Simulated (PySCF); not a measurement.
C7H14N3 (charge +1).
Atom-mapped SMILES: `[CH3:1][c:2]1[c:3]([NH3+:4])[cH:5][n:6][n:7]1[CH:8]([CH3:9])[CH3:10]`

Definitions: NICS(0) = −σiso at the ring centroid; NICS(1) = −σiso and NICS(1)zz = −σzz at ±1 Å along the ring normal z. Level: GIAO PBE0/pcSseg-1 (PySCF, non-relativistic, gas phase) on the GFN2-xTB geometry, one conformer.

Ring bond lengths (Å), with Mayer bond orders in brackets: C2–C3 1.393 (1.23), C3–C5 1.403 (1.29), C5–N6 1.311 (1.56), N6–N7 1.323 (1.24), N7–C2 1.345 (1.09).

Question: What do the NICS probes read (ppm)?

Answer: 
```
          ring                                                 type  NICS(0)  NICS(1), two faces  NICS(1)zz, two faces  rms pucker (Å)  centre to ring atoms, mean (Å)
C2–C3–C5–N6–N7  5-membered ring with 2 N; formal bonds all aromatic    -14.1       -11.4 / -11.4         -27.6 / -27.6            0.00                            1.15
```

Question: What do they say, and how far can they be read as aromaticity?

Answer: 
- C2–C3–C5–N6–N7: mean NICS(1)zz -27.6 ppm, shielded. For a flat ring without four-coordinate atoms the NICS criterion counts such a value as aromatic.

Question: And the bond-length index? HOMA takes Krygowski's 1993 parameters.

Answer: 
- C2–C3–C5–N6–N7: HOMA 0.97; the largest term is that of C3–C5, α(R − Ropt)² = 0.06. The geometric and the magnetic index point the same way.

Question: At the first NICS(1) probe listed for ring C2–C3–C5–N6–N7, 1 Å off the ring, what do the in-plane components average?

Answer: The isotropic value is a third of the trace: (3 × -11.4 − (-27.6))/2 = -3.3 ppm.

Shape of the structure used: `[CH3:1][c:2]1[c:3]([NH3+:4])[cH:5][n:6][n:7]1[CH:8]([CH3:9])[CH3:10]`: N6–N7–C8–C9 -61°.
